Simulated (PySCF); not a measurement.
## Relaxation of singlet CrSF₄

Computed with PySCF, B3LYP, basis Cr def2-SVP, S def2-SVP, F def2-SVP (no relativity, density fitting). A (50,194) grid was used.

A hand-made trigonal bipyramidal (ligand arrangement 1) start, of C2v symmetry, held to at least that symmetry:

Coordinates in bohr (charge 0 multiplicity 1):
```
Cr    0.1785    0.3092    0.0000
S    -1.7585   -3.0459    0.0000
F     0.1785    0.3092    3.5149
F     0.1785    0.3092   -3.5149
F     3.6934    0.3092    0.0000
F    -1.5790    3.3531    0.0000
```

Optimiser trace:
| step | E − E(last) (kJ/mol) | largest gradient (Eh/bohr) |
| --- | --- | --- |
| 0 | 148.57 | 0.06627 |
| 1 | 48.02 | 0.02686 |
| 2 | 26.33 | 0.01894 |
| 3 | 13.56 | 0.00733 |
| 4 | 2.74 | 0.00918 |
| 5 | 0.89 | 0.00645 |
| 6 | 0.06 | 0.00066 |
| 7 | 0.00 | 0.00068 |
| 8 | 0.00 | 0.00010 |

It ends at C4v with Cr–F 1.722 Å (×4), Cr–S 1.952 Å; F–Cr–F 86.3° (×4), F–Cr–F 150.5° (×2), F–Cr–S 104.8° (×4) (after a last refinement on a finer grid). The frequency run here used a shortcut that can spoil soft modes, so no verdict on minimum or saddle point is given. Other isomers or separated fragments may lie lower.

Final geometry:
```xyz
6
charge 0 multiplicity 1, angstrom
Cr    0.0911    0.1578    0.0000
S    -0.8848   -1.5326    0.0000
F     0.3105    0.5378    1.6650
F     0.3105    0.5378   -1.6650
F     1.7524   -0.2947    0.0000
F    -1.1314    1.3703    0.0000
```

Stability towards spin polarisation was not tested.

The relaxation took 82 s on 2 threads of a shared Intel Xeon @ 2.50GHz (Skylake/Cascade Lake) host, with 105 basis functions and 9 gradients; the process peaked at 0.87 GiB. Launch command: `OMP_NUM_THREADS=2 python axn.py task.json out`.
